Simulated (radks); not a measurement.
Q: Te3+, 49 electrons, occupied as [Kr] 4d10 5s2 6p1 (not the ground configuration). Method: Dirac Kohn-Sham, BLYP, spin-unpolarised, spherical densities, point nucleus; open shells fill j = l - 1/2 first; computed with a radial shooting solver on a logarithmic mesh with Libxc functionals.

Spin-orbit splittings of the eigenvalues, e(l+1/2) - e(l-1/2), with zeta = 2 splitting/(2l+1) and mean radii in bohr:

shell  occ.  splitting (eV)  zeta (eV)  <r> j=l-1/2  <r> j=l+1/2
2p        6           274.6      183.1       0.1008       0.1064
3p        6           51.18      34.12       0.3122       0.3237
3d       10               ?          ?       0.2947       0.2983
4p        6           9.773      6.516       0.8003       0.8287
4d       10           1.493     0.5971       0.9551       0.9666
6p        1          0.3648     0.2432        4.468        4.561

Estimate the 3d splitting.

A: 10.70 eV (zeta = 4.282 eV).
